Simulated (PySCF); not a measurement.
Q: What does the PBE0-D3(BJ)/def2-SVP structure of `CCB([SiH3])CC` (BEt2(SiH3)) look like in three dimensions?

A: 
```
atom  x, y, z in Å
B1    -0.109   -0.132   -0.007
C2     1.458   -0.098   -0.126
C3     2.022   -0.419    1.270
H4     1.822    0.895   -0.445
H5     1.843   -0.842   -0.843
H6     3.122   -0.382    1.273
H7     1.669    0.297    2.029
H8     1.726   -1.426    1.608
C9    -0.928    1.202    0.130
C10   -1.257    1.642   -1.309
H11   -0.331    1.991    0.621
H12   -1.868    1.090    0.693
H13   -1.822    2.587   -1.316
H14   -0.345    1.800   -1.907
H15   -1.870    0.892   -1.834
Si16  -1.092   -1.914    0.025
H17   -0.370   -3.025   -0.678
H18   -2.472   -1.825   -0.555
H19   -1.260   -2.340    1.457
```

Any rigid rotation of these coordinates is as good. Atoms count from 1 in this order. Of the pairs four or more bonds apart, H8···Si16 is among the closest relative to their van der Waals radii: 3.27 Å, 99 % of the sum of Bondi's values. Si16 (silicon bonded to B and 3 H) is distorted tetrahedral (angles from 106.4° to 114.2°). B1 (boron bonded to 2 C and Si) is planar (angles 120.5°, 120.1° and 119.4°, sum 360.0°, 0.01 Å off the plane of its three neighbours).

Bonds between heavy atoms (Å): B1–C2 1.572, B1–C9 1.571, B1–Si16 2.035, C2–C3 1.539, C9–C10 1.540.

Method: PBE0-D3(BJ)/def2-SVP geometry optimisation, gas phase in PySCF.

Not checked by PBE0-D3(BJ)/def2-SVP frequencies. The numbers are those of one conformer (C9–B1–C2–C3 100°, C2–B1–C9–C10 90°).
